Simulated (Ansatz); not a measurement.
`C/C=[N]\[InH2]`, 10 atoms. Total charge 0; spin multiplicity 1. Correlated methods include outer-core shells of In, which these sets cover unevenly. In: def2 effective core potential. All runs use 4 threads of an Intel Xeon 6975P-C on a shared host. Correlated methods freeze the cores.

Problem. Give the basis size and wall time and peak host memory of each of these runs in Ansatz. RKS r2SCAN-D4/def2-TZVPP energy and forces; RKS PBE0-D4/def2-QZVPP energy; RHF-CCSD(T)/def2-SVP energy; RKS PBE0-D4/def2-TZVP frequencies; RKS PBE0-D4/def2-SVP energy; RHF-MP2/def2-QZVPP energy; RKS SPW92 (LDA)/def2-TZVPP energy; RKS ωB97M-V/def2-SVP energy; direct RPA on PBE orbitals/def2-TZVPP energy; RKS PBE0-D4/def2-TZVP relaxation (26 steps); RKS B3LYP-D4/def2-TZVPP energy and forces; RHF-CCSD(T)/def2-TZVPP energy. (An estimate is asked.)

Solution. Computed: Other jobs shared the machine, so times are rough.

```csv
level,job,functions,wall time,peak host memory (GiB)
RKS PBE0-D4/def2-SVP,energy,98,0.45 s,0.22
RKS SPW92 (LDA)/def2-TZVPP,energy,227,0.65 s,0.26
RKS ωB97M-V/def2-SVP,energy,98,1.5 s,0.31
RKS r2SCAN-D4/def2-TZVPP,energy and forces,227,1.8 s,0.3
RKS B3LYP-D4/def2-TZVPP,energy and forces,227,1.9 s,0.58
RHF-CCSD(T)/def2-SVP,energy,98,2.4 s,0.48
direct RPA on PBE orbitals/def2-TZVPP,energy,227,2.8 s,0.59
RKS PBE0-D4/def2-QZVPP,energy,433,3.1 s,1.3
RHF-MP2/def2-QZVPP,energy,433,9 s,2.3
RHF-CCSD(T)/def2-TZVPP,energy,227,28 s,4.5
RKS PBE0-D4/def2-TZVP,relaxation (26 steps),179,36 s,0.49
RKS PBE0-D4/def2-TZVP,frequencies,179,63 s,0.49
```

B3LYP here is the variant with VWN-RPA as its local correlation; programs differ in this.
